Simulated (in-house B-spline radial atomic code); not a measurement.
Results of a calculation; reference values are marked as such.
## Ghost states of the separable form: Nb

Nb, [Kr] 4d4 5s1, non-relativistic PBE, spherical and spin-unpolarised, from a B-spline radial code for spherical atoms (atomic units; all potentials screened as in the neutral atom).

Troullier-Martins channels: 5s (ε = -0.1366, r_c = 2.621 bohr), 4p (ε = -1.2466, r_c = 0.98 bohr), 4d (ε = -0.1190, r_c = 1.197 bohr). In the Kleinman-Bylander form one channel serves as the local potential, and each other channel l becomes |δV u><u δV|/<u|δV|u>, with δV = V_l − V_local and u the pseudo-orbital. Its strength is E_KB = <u|δV²|u>/<u|δV|u>. By the analysis of Gonze, Stumpf and Scheffler a spurious state lies below the reference level ε if E_KB > 0 and ε is above the second level of the local potential alone, or if E_KB < 0 and ε is above its first. The table's levels are those of angular momentum l in a sphere of 9 bohr, whose wall can lift a shallow ε a little above its free-atom value.

```json
{"local": "d", "channel": "s", "<u δV u>": "0.15347", "<u δV² u>": "0.44969", "ε": "-0.1342", "first local level": "-6.6737", "second local level": "-1.1186"}
{"local": "d", "channel": "p", "<u δV u>": "0.35416", "<u δV² u>": "3.4217", "ε": "-1.2466", "first local level": "-2.2926", "second local level": "-0.1345"}
{"local": "s", "channel": "d", "<u δV u>": "-1.701", "<u δV² u>": "6.7717", "ε": "-0.1188", "first local level": "0.0803", "second local level": "0.3349"}
{"local": "s", "channel": "p", "<u δV u>": "-3.2295", "<u δV² u>": "14.014", "ε": "-1.2466", "first local level": "-0.0426", "second local level": "0.2026"}
{"local": "p", "channel": "d", "<u δV u>": "-0.11031", "<u δV² u>": "1.1245", "ε": "-0.1188", "first local level": "-0.0758", "second local level": "0.1376"}
{"local": "p", "channel": "s", "<u δV u>": "0.14694", "<u δV² u>": "0.37282", "ε": "-0.1342", "first local level": "-3.5825", "second local level": "-0.9024"}
```

(1) Apply the rule to each row.

Diagonalising the separable Hamiltonian gives:

```
local  channel       three lowest levels  all-electron, two lowest valence levels
    d        s  -5.3993, -0.1342, 0.1285                          -0.1342, 0.1317
    d        p  -1.2466, -0.0253, 0.2228                         -1.2466, -0.0251
    s        d   -0.1187, 0.1272, 0.4417                          -0.1188, 0.1252
    s        p  -1.2466, -0.0056, 0.2631                         -1.2466, -0.0251
    p        d   -0.1187, 0.1251, 0.4275                          -0.1188, 0.1252
    p        s  -2.6570, -0.1342, 0.1291                          -0.1342, 0.1317
```

(2) Which choices of local channel are safe?

Results:

(1) Local d, channel s: E_KB = +2.93, so ε = -0.1342 is set against -1.1186: a ghost. Local d, channel p: E_KB = +9.66, so ε = -1.2466 is set against -0.1345: no ghost. Local s, channel d: E_KB = -3.98, so ε = -0.1188 is set against 0.0803: no ghost. Local s, channel p: E_KB = -4.34, so ε = -1.2466 is set against -0.0426: no ghost. Local p, channel d: E_KB = -10.2, so ε = -0.1188 is set against -0.0758: no ghost. Local p, channel s: E_KB = +2.54, so ε = -0.1342 is set against -0.9024: a ghost.

(2) Free of ghosts: s. With d local the s channel has a ghost 5.27 hartree below ε, since the local potential binds more than one state below ε, and a repulsive term of rank one raises each level at most to the next, so it clears only one of them. With p local the s channel has a ghost 2.52 hartree below ε, since the local potential binds more than one state below ε, and a repulsive term of rank one raises each level at most to the next, so it clears only one of them. Among the safe choices the second level, which tests transfer, is off by at most 19.5 millihartree (s local).
